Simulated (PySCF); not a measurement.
Mapped SMILES: `[CH3:1][S:2][SiH2:3][NH2:4]`. Hydrogens are named by the atom that carries them.

Calculated, not measured (PySCF 2.14.0 with density-fitted response routines): PBE0-D3(BJ)/def2-SVP structure, shielding tensors at PBE0/pcSseg-1 (GIAO). Non-relativistic, one averaged value for each set of equivalent atoms, one conformer, in vacuum.

References, each an isolated molecule treated in the same way: TMS for 13C (σ = 184.41 ppm), 1H (σ = 31.27 ppm), 29Si (σ = 351.99 ppm); CS2 for 33S (σ = 495.66 ppm); 15N (σ = 265.67 ppm) against NH3.

```tsv
atoms	nucleus	count	δ (ppm)
C1	13C	1	?
S2	33S	1	-187
Si3	29Si	1	-15.0
N4	15N	1	16.3
H(C1)	1H	3	1.75
H(N4)	1H	2	0.60
H(Si3)	1H	2	?
```

Q: Complete the table.

A: 
- C1: 11.9 ppm, methyl carbon bonded to S
- H(Si3): 5.12 ppm, hydrogen on a silicon bonded to N, S

OH/NH shifts are gas-phase values; hydrogen bonding in solution moves them, usually downfield. Shifts are as computed. Against solution values, carbons near 30 ppm lie about +2 ppm off and those near 130 ppm about +5 ppm. Of 1211 compounds with measured shifts, 218 miss one by over three times the rms of a fit or turn the order of signals round; such compounds aren't used in these exercises. Experimental scales use liquid or dissolved standards, which lie at an offset from isolated NH3 (liquid NH3: subtract about 20 ppm).
